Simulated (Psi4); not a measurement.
osmium atom (Os), quintet (core potentials on Os); B3LYP/def2-SV(P) (Psi4).

Psi4 was given this input:
```
memory 2 GB

molecule {
0 5
Os    0.00000000    0.00000000    0.00000000
}

set {
  basis def2-sv(p)
  reference uks
  diis_max_vecs 3
}

energy('b3lyp')
print_variables()
```

Q: Write the output that Psi4 gives for this input, abridged.

A: 
```
   => Loading Basis Set <=

    Name: DEF2-SV(P)
    Role: ORBITAL
    Keyword: BASIS

    !!!  WARNING: ECP capability is in beta. Please check occupations closely.  !!!

         ---------------------------------------------------------
                                   SCF
               by Justin Turney, Rob Parrish, Andy Simmonett
                          and Daniel G. A. Smith
                              UKS Reference
         ---------------------------------------------------------

  ==> Geometry <==

    Molecular point group: d2h
    Geometry (in Angstrom), charge = 0, multiplicity = 5:

       Center              X                  Y                   Z               Mass
    ------------   -----------------  -----------------  -----------------  -----------------
         OS           0.000000000000     0.000000000000     0.000000000000   191.961477000000

  Running in d2h symmetry.

  Rotational constants: A = ************  B = ************  C = ************ [cm^-1]
  Rotational constants: A = ************  B = ************  C = ************ [MHz]
  Nuclear repulsion =    0.000000000000000

  Charge       = 0
  Multiplicity = 5
  Electrons    = 16
  Nalpha       = 10
  Nbeta        = 6

  ==> Algorithm <==

  SCF Algorithm Type is DF.
  DIIS enabled.
  MOM disabled.
  Fractional occupation disabled.
  Guess Type is CORE.
  Energy threshold   = 1.00e-06
  Density threshold  = 1.00e-06
  Integral threshold = 1.00e-12

  ==> Primary Basis <==

  Basis Set: DEF2-SV(P)
    Blend: DEF2-SV(P)
    Number of shells: 11
    Number of basis functions: 25
    Number of Cartesian functions: 27
    Spherical Harmonics?: true
    Max angular momentum: 2

  Core potential: DEF2-SV(P)
    Number of shells: 4
    Number of ECP primitives: 10
    Number of ECP core electrons: 60
    Max angular momentum: 3

  ==> DFT Potential <==

   => LibXC <=

    Version 7.1.2
    S. Lehtola, C. Steigemann, M. J. T. Oliveira, and M. A. L. Marques,  SoftwareX 7, 1–5 (2018) (10.1016/j.softx.2017.11.002)

   => Composite Functional: B3LYP <=

    B3LYP Hyb-GGA Exchange-Correlation Functional

    P. J. Stephens, F. J. Devlin, C. F. Chabalowski, and M. J. Frisch,  J. Phys. Chem. 98, 11623 (1994) (10.1021/j100096a001)

    Deriv               =              1
    GGA                 =           TRUE
    Meta                =          FALSE

    Exchange Hybrid     =           TRUE
    MP2 Hybrid          =          FALSE

   => Exchange Functionals <=

    0.0800   Slater exchange
    0.7200         Becke 88

   => Exact (HF) Exchange <=

    0.2000               HF

   => Correlation Functionals <=

    0.1900   Vosko, Wilk & Nusair (VWN5_RPA)
    0.8100   Lee, Yang & Parr

   => LibXC Density Thresholds  <==

    XC_HYB_GGA_XC_B3LYP:  1.00E-15

   => Molecular Quadrature <=

    Radial Scheme          =       TREUTLER
    Pruning Scheme         =           NONE
    Nuclear Scheme         =       TREUTLER

    Blocking Scheme        =         OCTREE
    BS radius alpha        =              1
    Pruning alpha          =              1
    Radial Points          =             75
    Spherical Points       =            302
    Total Points           =          21110
    Total Blocks           =            231
    Max Points             =            256
    Max Functions          =             25
    Weights Tolerance      =       1.00E-15

   => Loading Basis Set <=

    Name: (DEF2-SV(P) AUX)
    Role: JKFIT
    Keyword: DF_BASIS_SCF

  ==> Integral Setup <==

  SCF_SUBTYPE=INCORE selected. In-core MEM_DF algorithm will be used.
  Using in-core AOs.

  ==> MemDFJK: Density-Fitted J/K Matrices <==

    J tasked:                   Yes
    K tasked:                   Yes
    wK tasked:                   No
    Algorithm:                 Core
    Schwarz Cutoff:           1E-12
    Mask sparsity (%):       0.0000
    Fitting Condition:        1E-10

   => Auxiliary Basis Set <=

  Basis Set: (DEF2-SV(P) AUX)
    Blend: DEF2-UNIVERSAL-JKFIT
[...]
    NA   [     4,    1,    1,    1,    0,    1,    1,    1 ]
    NB   [     2,    0,    0,    1,    0,    1,    1,    1 ]

   @DF-UKS iter   3:   -90.51028812500182   -5.47962e+00   2.12967e-02 ADIIS/DIIS
   @DF-UKS iter   4:   -90.50923375499184    1.05437e-03   3.12218e-02 ADIIS/DIIS
   @DF-UKS iter   5:   -90.57564489517166   -6.64111e-02   1.20498e-02 ADIIS/DIIS
   @DF-UKS iter   6:   -90.58877442013336   -1.31295e-02   1.09995e-03 ADIIS/DIIS
   @DF-UKS iter   7:   -90.58896181666215   -1.87397e-04   1.79042e-04 ADIIS/DIIS
   @DF-UKS iter   8:   -90.58901300960460   -5.11929e-05   1.35072e-04 ADIIS/DIIS
   @DF-UKS iter   9:   -90.58906655962160   -5.35500e-05   6.55596e-05 DIIS
   @DF-UKS iter  10:   -90.58907025502062   -3.69540e-06   5.52946e-05 DIIS
   @DF-UKS iter  11:   -90.58907049484462   -2.39824e-07   6.72194e-06 DIIS
   @DF-UKS iter  12:   -90.58907052946104   -3.46164e-08   2.33631e-06 DIIS
   @DF-UKS iter  13:   -90.58907053720849   -7.74745e-09   1.44507e-06 DIIS
   @DF-UKS iter  14:   -90.58907054117726   -3.96878e-09   7.74892e-07 DIIS
  Energy and wave function converged.

  ==> Post-Iterations <==

   Electrons on quadrature grid:
      Nalpha   =   10.0000000000 ; deviation = -1.066e-14
      Nbeta    =    6.0000000000 ; deviation = -4.441e-15
      Ntotal   =   16.0000000000 ; deviation = -1.510e-14

   @Spin Contamination Metric:   8.018116732E-03
   @S^2 Expected:                6.000000000E+00
   @S^2 Observed:                6.008018117E+00
   @S   Expected:                2.000000000E+00
   @S   Observed:                2.000000000E+00

    Orbital Energies [Eh]
    ---------------------

    Alpha Occupied:

[...]
       4Ag    -0.258311

    Alpha Virtual:

[...]
    Beta Occupied:

[...]
    Beta Virtual:

[...]
      10Ag   431.055746

    Final Occupation by Irrep:
             Ag   B1g   B2g   B3g    Au   B1u   B2u   B3u
    DOCC [     2,    0,    0,    1,    0,    1,    1,    1 ]
    SOCC [     2,    1,    1,    0,    0,    0,    0,    0 ]
    NA   [     4,    1,    1,    1,    0,    1,    1,    1 ]
    NB   [     2,    0,    0,    1,    0,    1,    1,    1 ]

  @DF-UKS Final Energy:   -90.58907054117726

   => Energetics <=

    Nuclear Repulsion Energy =              0.0000000000000000
    One-Electron Energy =                -155.0102996050586910
    Two-Electron Energy =                  72.1264897237715559
    DFT Exchange-Correlation Energy =      -7.7052606598901248
    Empirical Dispersion Energy =           0.0000000000000000
    VV10 Nonlocal Energy =                  0.0000000000000000
    Total Energy =                        -90.5890705411772643

  UHF NO Occupations:
  HONO-2 :    1B1g 1.0000000
  HONO-1 :    1B2g 1.0000000
  HONO-0 :    4 Ag 1.0000000
  LUNO+0 :    5 Ag 0.0033585
  LUNO+1 :    2B3g 0.0006140
  LUNO+2 :    6 Ag 0.0000139
  LUNO+3 :    2B1u 0.0000115

Computation Completed

Properties will be evaluated at   0.000000,   0.000000,   0.000000 [a0]

Properties computed using the SCF density matrix

 Multipole Moments:

 ------------------------------------------------------------------------------------
     Multipole            Electronic (a.u.)      Nuclear  (a.u.)        Total (a.u.)
 ------------------------------------------------------------------------------------

 L = 1.  Multiply by 2.5417464519 to convert [e a0] to [Debye]
 Dipole X            :          0.0000000            0.0000000            0.0000000
 Dipole Y            :          0.0000000            0.0000000            0.0000000
 Dipole Z            :          0.0000000            0.0000000            0.0000000
 Magnitude           :                                                    0.0000000

 ------------------------------------------------------------------------------------

  Variable Map:
  ----------------------------------------------------------------------------
[...]
  Array Variable Map:
  ----------------------------------------------------------------------------
[...]
[...]
```
